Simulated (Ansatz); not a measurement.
Stepwise reaction of `O[Si](O)(Cl)[SiH2]Cl` with hydrogen, as a gas-phase model of exchange steps in deposition or etching. ΔE in kJ/mol.

Calculated with Ansatz (gas phase, PBE0-D4/def2-TZVP geometries, no zero-point term in ΔE). CCSD(T)/CBS adds triple-zeta CCSD(T) − MP2 to the extrapolated MP2 energy (def2 sets, frozen cores). This one scheme is used for every species. DFT in def2-TZVPP. B3LYP here is the variant with VWN-RPA as its local correlation; programs differ in this. One conformer a species, not always the lowest.

```tsv
step	reaction	PBE-D4	B3LYP-D4	ωB97M-V	CCSD(T)/CBS
1	`O[Si](O)(Cl)[SiH2]Cl` + H₂ → `O[SiH](O)[SiH2]Cl` + HCl	103.4	102.4	103.5	101.0
```

(1) Give the row of step 2, `O[SiH](O)[SiH2]Cl` + H₂ → `O[SiH](O)[SiH3]` + HCl. (Best estimate.)

(2) By hand: ΔE of the 2 steps together at CCSD(T)/CBS.

Results:

(1) Ansatz gave: 
| step | reaction | PBE-D4 | B3LYP-D4 | ωB97M-V | CCSD(T)/CBS |
| --- | --- | --- | --- | --- | --- |
| 2 | `O[SiH](O)[SiH2]Cl` + H₂ → `O[SiH](O)[SiH3]` + HCl | 66.8 | 68.7 | 68.5 | 69.0 |

(2) (101.0) + (69.0) = 170.0 kJ/mol, or 85.0 kJ/mol a step.

In ΔE each step is lower than the one before. All are uphill at CCSD(T)/CBS. PBE-D4 differs from CCSD(T)/CBS by -2.2 to 2.4 kJ/mol a step. Isolated molecules leave out the surface, adducts and barriers. Largest T1 diagnostic: 0.013.
